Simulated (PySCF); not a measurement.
C2H6AlFO, SMILES C[CH2][Al]([OH])[F].

Coordinates come from a B3LYP-D3(BJ)/def2-SVP optimisation. The values are those of a single conformer.

Computed with PBE/def2-TZVP (PySCF).

Symmetry labels are those of the subgroup Cs that the program uses (full group Cs).

**Question.** List the valence orbital energies around the gap with their symmetry. (Estimate from the structure and the level; the computed values follow.)

**Answer.** 
```json
[
 {"orbital": "HOMO−7", "symmetry": "A'", "energy (eV)": "-10.12"},
 {"orbital": "HOMO−6", "symmetry": "A'", "energy (eV)": "-9.30"},
 {"orbital": "HOMO−5", "symmetry": "A\"", "energy (eV)": "-9.21"},
 {"orbital": "HOMO−4", "symmetry": "A'", "energy (eV)": "-8.92"},
 {"orbital": "HOMO−3", "symmetry": "A\"", "energy (eV)": "-8.34"},
 {"orbital": "HOMO−2", "symmetry": "A'", "energy (eV)": "-7.88"},
 {"orbital": "HOMO−1", "symmetry": "A\"", "energy (eV)": "-7.58"},
 {"orbital": "HOMO", "symmetry": "A'", "energy (eV)": "-6.88"},
 {"orbital": "LUMO", "symmetry": "A'", "energy (eV)": "-1.12"},
 {"orbital": "LUMO+1", "symmetry": "A\"", "energy (eV)": "-0.62"},
 {"orbital": "LUMO+2", "symmetry": "A'", "energy (eV)": "0.52"},
 {"orbital": "LUMO+3", "symmetry": "A'", "energy (eV)": "0.66"}
]
```
